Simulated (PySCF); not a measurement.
Structure from NMR data

The spectra below were simulated for a compound C7H10FOP.

1H NMR (400 MHz, computed): δ 4.77 (m, 1H), 3.84 (s, 3H), 2.16 (s, 3H), 2.14 (m, 3H).

13C{1H} NMR (computed): δ 152.1 (C), 151.9 (C), 147.1 (C), 123.3 (C), 60.2 (CH3), 16.3 (CH3), 13.7 (CH3).

Computational details: shielding tensors at PBE0/pcSseg-1 (GIAO), GFN2-xTB structure, in PySCF 2.14.0 with density-fitted response routines (equivalent nuclei averaged, no relativistic terms, gas phase, one conformer).

Chemical shifts δ = σref − σ; TMS for 1H and 13C, all at this level.

**Question.** Which candidate is it?
A. CC(C)(C)c1oc(F)cp1
B. COc1[pH]c(C)c(C)c1F
C. CC1=C(F)[P@@]1(=O)C1CCC1

**Answer.** B. 

- 7 carbon signals for 7 carbons: no two carbons are equivalent.
- Carbon types of the structure: 4 × C, 3 × CH3, leaving 1 H on heteroatoms.
- δC 152.1, 151.9, 147.1, 123.3: unsaturated ring carbon.
- δC 60.2: methyl carbon bonded to O; pulled downfield by the heteroatom.
- δC 16.3, 13.7: methyl carbon on an unsaturated ring; saturated and bonded to C and H only.
- δH 4.77: hydrogen on a ring phosphorus.
- δH 3.84: hydrogen on a methyl carbon bonded to O; its carbon carries O, an electronegative neighbour.

The others: CC1=C(F)[P@@]1(=O)C1CCC1 would give 8 signals for carbon-bound and other non-exchanging H, not 4; CC(C)(C)c1oc(F)cp1 would give 5 carbon signals, not 7.

Splittings by 19F and 31P in the carbon and heteronuclear signals aren't shown, as no couplings were computed. Shifts are as computed. Against solution values, carbons near 30 ppm lie about +3 ppm off and those near 130 ppm about +5 ppm. Of 1211 compounds with measured shifts, 218 miss one by over three times the rms of a fit or turn the order of signals round; such compounds aren't used in these exercises. Multiplicities follow the n + 1 count of equivalent neighbours, as no J values were calculated; m marks all less simple cases, F and P coupling included.
